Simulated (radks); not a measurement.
Si, 14 electrons, occupied as [Ne] 3s1 3p2 4p1 (not the ground configuration). Method: scalar-relativistic Kohn-Sham, LDA (Slater exchange, Perdew-Zunger correlation), spin-polarised, spherical densities, point nucleus; open shells are filled with parallel spins first; computed with a radial shooting solver on a logarithmic mesh with Libxc functionals.

X-ray form factor f0, the Fourier transform of the density (f0(0) = 14):

| sin(theta)/lambda (1/angstrom) | f0 (electrons) |
|---|---|
| 0.05 | 12.842 |
| 0.1 | 11.670 |
| 0.15 | 10.645 |
| 0.2 | 9.674 |
| 0.25 | 8.880 |
| 0.3 | 8.241 |
| 0.4 | 7.189 |
| 0.5 | 6.217 |
| 0.6 | 5.289 |
| 0.8 | 3.741 |
| 1 | 2.706 |
| 1.25 | 1.977 |
| 1.5 | 1.605 |
| 2 | 1.262 |
